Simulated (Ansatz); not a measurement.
The same path of GeH5N (7 atoms, charge 0, multiplicity 1) was run twice with different band settings. The coordinate that changes most is the dihedral H4–N1–Ge2–H7.

Computed with RKS B3LYP/def2-SVP in Ansatz.

Relaxed end points:

```xyz
7
Properties=species:S:1:pos:R:3
N -0.107 -1.168 -0.099
Ge 0.156 0.664 -0.108
H 0.366 -1.649 0.665
H -1.089 -1.441 -0.078
H -0.576 1.212 -1.349
H -0.364 1.417 1.148
H 1.676 0.897 -0.226
```

```xyz
7
Properties=species:S:1:pos:R:3
N -0.496 -1.057 0.103
Ge 0.143 0.667 -0.105
H -0.115 -1.719 -0.572
H -0.347 -1.441 1.036
H -0.221 1.111 -1.536
H -0.579 1.538 0.942
H 1.677 0.833 0.086
```

Common settings: movable images 7; climbing image yes; spring 5.0 eV/Å²; optimiser quadratic models (default); start path IDPP; iteration limit 60; end points relaxed.

| run | force threshold |
| --- | --- |
| 1 | 0.03 eV/Å |
| 2 | 0.5 eV/Å |

**Question.** What does each run give, and how far can it be trusted?

**Answer.** Run 1: converged after 6 iterations, highest image 0.044 eV above the first end. A vibrational analysis at the climbing image gives one clearly imaginary mode, 204i cm⁻¹: a first-order saddle point.
Run 2: converged after 2 iterations, highest image 0.054 eV above the first end. The threshold of 0.5 eV/Å is loose, so the images may lie well off the minimum-energy path. The order of the stationary point at the top wasn't checked.
